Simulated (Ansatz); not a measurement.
Program: Ansatz. Geometries: PBE0-D4/def2-TZVP. ΔE: electronic, gas phase. CBS: MP2 limit from def2 TZ/QZ plus the TZ coupled-cluster correction, frozen cores. DFT in def2-TZVPP. B3LYP here is the variant with VWN-RPA as its local correlation; programs differ in this. HSE06 is defined as in plane-wave codes. Elements past krypton have def2 core potentials. For Br, Sn, V outer-core shells are correlated without core-valence functions, which leaves a few kJ/mol of doubt a bond. Scalar relativity is left out up to krypton. Each species was taken in one conformer, which may not be the lowest.

Reaction (redistribution): `[OH][SnH]([OH])[Br]` + vanadium oxytrichloride → `[OH][SnH]([Cl])[Br]` + `[O]=[V]([OH])([Cl])[Cl]`

| level | ΔE (kJ/mol) | difference from CCSD(T)/CBS |
| --- | --- | --- |
| LDA (SPW92) | -54.1 | -1.8 |
| PBE-D4 | -52.9 | -0.6 |
| revPBE-D4 | -52.6 | -0.3 |
| BLYP-D4 | -51.9 | 0.4 |
| r2SCAN-D4 | -54.6 | -2.3 |
| B97M-V | -54.1 | -1.8 |
| PBE0-D4 | -57.2 | -4.9 |
| B3LYP-D4 | -55.6 | -3.3 |
| r2SCANh-D4 | -56.0 | -3.7 |
| r2SCAN0-D4 | -58.0 | -5.7 |
| HSE06-D4 | -57.0 | -4.7 |
| BHLYP-D4 | -60.7 | -8.4 |
| ωB97X-V | -60.8 | -8.5 |
| ωB97M-V | -58.6 | -6.3 |
| B2PLYP | -42.6 | 9.7 |
| PBE-QIDH | -45.3 | 7.0 |
| PBE | -53.1 | -0.8 |
| revPBE | -53.2 | -0.9 |
| BLYP | -52.5 | -0.2 |
| r2SCAN | -54.6 | -2.3 |
| PBE0 | -57.3 | -5.0 |
| B3LYP | -56.0 | -3.7 |
| r2SCANh | -56.0 | -3.7 |
| HSE06 | -57.2 | -4.9 |
| BHLYP | -60.8 | -8.5 |
| RPA@PBE/def2-TZVPP | -48.2 | 4.1 |
| HF/def2-SVP | -86.8 | -34.5 |
| MP2/def2-SVP | -45.9 | 6.4 |
| CCSD/def2-SVP | -73.2 | -20.9 |
| CCSD(T)/def2-SVP | -67.8 | -15.5 |
| HF/def2-TZVPP | -69.6 | -17.3 |
| MP2/def2-TZVPP | -26.3 | 26.0 |
| CCSD/def2-TZVPP | -56.2 | -3.9 |
| CCSD(T)/def2-TZVPP | -51.6 | 0.7 |
| HF/def2-QZVPP | -68.5 | -16.2 |
| MP2/def2-QZVPP | -26.4 | 25.9 |
| SCS-MP2/def2-QZVPP | -33.2 | 19.1 |
| HF/CBS(def2) | -68.4 | -16.1 |
| MP2/CBS(def2) | -27.1 | 25.2 |
| CCSD/CBS(def2) | -56.9 | -4.6 |
| CCSD(T)/CBS | -52.3 | 0 |

Q: What do rigid-rotor, harmonic-oscillator terms from PBE0-D4/def2-TZVP frequencies (298.15 K, 1 bar) make of the CCSD(T)/CBS value? (Best estimate.)

A: Computed: ΔZPE = +1.0 kJ/mol, ΔH = -52.1 kJ/mol, ΔS = 3 J/(mol·K), ΔG = -52.9 kJ/mol.

Largest T1 diagnostic among the species: 0.032, so the coupled-cluster value is less sure than usual.

From r2SCAN to r2SCAN0 (25 % exact exchange), in def2-TZVPP and without D4, ΔE moves by −3.4 kJ/mol. In def2-TZVPP, CCSD(T) changes the Hartree–Fock value by +18.0 kJ/mol (the triples alone add +4.6 kJ/mol) and MP2 by +43.3 kJ/mol.
